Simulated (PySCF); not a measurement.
Geometry (Å), atoms numbered from 1 in this order:
```xyz
18

C     2.714    0.944    0.227
C     2.039    0.228   -0.677
C     1.046   -0.841   -0.362
Si   -0.740   -0.219   -0.626
Si   -2.282   -1.836    0.087
Si   -1.061    1.726    0.646
H     3.397    1.742   -0.076
H     2.609    0.757    1.301
H     2.176    0.460   -1.741
H     1.128   -1.160    0.690
H     1.196   -1.733   -0.994
H    -0.970    0.083   -2.077
H    -2.103   -3.127   -0.650
H    -3.684   -1.357   -0.115
H    -2.076   -2.097    1.547
H    -0.610    1.458    2.048
H    -0.297    2.892    0.108
H    -2.514    2.081    0.681
```

Geometry: PBE0-D3(BJ)/def2-SVP; GIAO shifts from PySCF 2.14.0 with density-fitted response routines, gas phase, non-relativistic, averaged over equivalent atoms.

At mPW1PW91/pcSseg-1 (183 basis functions, 19 s wall time on 1 thread of an Arm Neoverse V2, shared host):
| atoms | δ (ppm) |
| --- | --- |
| C2 | 144.9 |
| C1 | 121.1 |
| C3 | 20.1 |
| Si4 | -73.4 |
| Si5/Si6 | -102.7 |
| H9 | 5.98 |
| H8 | 5.25 |
| H7 | 5.17 |
| H12 | 3.85 |
| H13/H14/H15/H16/H17/H18 | 3.50 |
| H10/H11 | 1.75 |

Chemical shifts δ = σref − σ; TMS for ¹³C (183.54 ppm) and ²⁹Si (350.83 ppm) and ¹H (31.32 ppm), all at this level.

Question: What do these become at PBE0/pcSseg-1?

Answer: 
```
                  atoms  δ at PBE0/pcSseg-1  change
                     C2               145.1    +0.2
                     C1               121.1    +0.0
                     C3                20.4    +0.3
                    Si4               -74.7    -1.3
                Si5/Si6              -104.8    -2.1
                     H9                6.01   +0.03
                     H8                5.27   +0.02
                     H7                5.19   +0.02
                    H12                3.89   +0.04
H13/H14/H15/H16/H17/H18                3.52   +0.02
                H10/H11                1.77   +0.02
```

Referencing at the same level of theory: ¹³C (σ = 184.41 ppm), ²⁹Si (σ = 351.99 ppm), ¹H (σ = 31.27 ppm) vs TMS.

The largest change is at Si5/Si6 (silicon bonded to Si, 3 H). Cost: 183 basis functions, 28 s wall time on 1 thread of an Arm Neoverse V2, shared host. The order of the carbon signals is the same at both levels.
